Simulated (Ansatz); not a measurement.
Species: sum formula SiOBr, net charge 0, doublet state. It need not be the lowest isomer of its formula. SMILES: O=[Si]Br
Geometry: optimised at B3LYP-D3(BJ)/def2-TZVP (Ansatz, a program for electronic structure).

Wanted: vertical electron affinity (to the singlet state of charge -1; a negative value means that the extra electron is unbound and the number depends on the basis; each state is the SCF solution reached for its spin; for the singlet the Hartree-Fock reference is unstable and T1 is 0.018), in eV. Correlated levels leave the core frozen unless marked. UHF or UKS for open shells. No spin-orbit coupling. The frozen core is the preceding noble-gas configuration, with the filled d and f shells of earlier blocks. Non-relativistic. Anions need diffuse functions: def2-D sets add few. CBS(X,Y): correlation extrapolated as X^-3; Hartree-Fock from the larger set. The bracket is a focal-point correction in the basis named.

| level | program | vertical electron affinity (eV) |
|---|---|---|
| HF/def2-QZVPPD | Ansatz | 1.90 |
| PBE/def2-TZVPD | Ansatz | 2.58 |
| PBE0/def2-TZVPD | Ansatz | 2.66 |
| B2PLYP/def2-TZVPD | Ansatz | 2.66 |
| MP2/def2-SVPD | Ansatz | 2.57 |
| RI-MP2/CBS(def2-TZVPPD,def2-QZVPPD) | Ansatz | 2.79 |
| CCSD/def2-SVPD | Ansatz | 2.62 |
| CCSD/def2-TZVPPD | Ansatz | 2.70 |
| CCSD(T)/def2-SVPD | Ansatz | 2.62 |
| RI-MP2/CBS(def2-TZVPPD,def2-QZVPPD)+[CCSD(T)-MP2]/def2-TZVPPD | Ansatz | 2.84 |
